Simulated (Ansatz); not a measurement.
# A barrier at the coupled-cluster level

Start structure (GeH$_{4}$I, doublet), relaxed at PBE0-D4/def2-TZVP:

| atom | x (Å) | y (Å) | z (Å) |
| --- | --- | --- | --- |
| I1 | -1.0734 | -0.7044 | -0.2534 |
| Ge2 | 0.8858 | 0.8074 | 0.1917 |
| H3 | -3.5511 | -3.3585 | -0.7589 |
| H4 | 1.4070 | 1.3000 | -1.1620 |
| H5 | 0.3860 | 1.9717 | 1.0528 |
| H6 | 1.9457 | -0.0161 | 0.9300 |

The step: GeH₃I ([GeH3][I]) + H → GeH₃ + HI; bonds formed: I1–H3; bonds broken: I1–Ge2. Program: Ansatz 0.2.0. Basis: def2-TZVPP and def2-QZVPP. Cores are frozen in the correlated methods; orbitals are unrestricted. Filled d shells of the heavier atoms are correlated. Core potentials replace the inner electrons of the atoms past krypton. The def2 sets are not built for correlating such inner shells, so the correlated values are less sure here. Extrapolation: Hartree–Fock as exp(−7.88 √X), correlation as X^−2.97. Energies below are by CCSD(T) at an estimated basis limit (MP2 extrapolated from triple and quadruple zeta, plus CCSD(T) − MP2 in triple zeta).

(1) What are the electronic barrier and the energy of the step, from the start structure to the end structure? (An estimate is asked for; the value comes from the calculation.)

T1 diagnostic: at most 0.013. ⟨S²⟩ of the unrestricted Hartree–Fock references: 0.75 to 0.78 (a pure state has 0.75).

Results:

(1) By the calculation: Barrier 2.86 kcal/mol; step energy -4.77 kcal/mol (downhill); reverse barrier, their difference, 7.63 kcal/mol. Barrier and step energy count from the start structure, the reverse barrier from the end structure.

The saddle point: One imaginary mode of 365i cm⁻¹.
```
  pair  start (Å)  saddle (Å)  end (Å)
 I1–H3       3.67        2.16     1.62
I1–Ge2       2.51        2.57     3.55
```

Zero-point energy (harmonic, PBE0-D4): ZPE is 15.09 kcal/mol at the start and 14.91 kcal/mol at the saddle, so the barrier goes from 2.86 to 2.68 kcal/mol.

Radical steps of this kind take place in plasma deposition and etching.

Labels in which every atom is bracketed show which atoms are joined, not bond orders.

For scale, one of the runs: CCSD(T)/def2-TZVPP, 154 basis functions (an equivalent command: `ansatz run in.yaml --threads 4`). Time: 95 s of wall clock on 4 CPU threads; the host was shared. Peak host memory: 3.1 GiB.
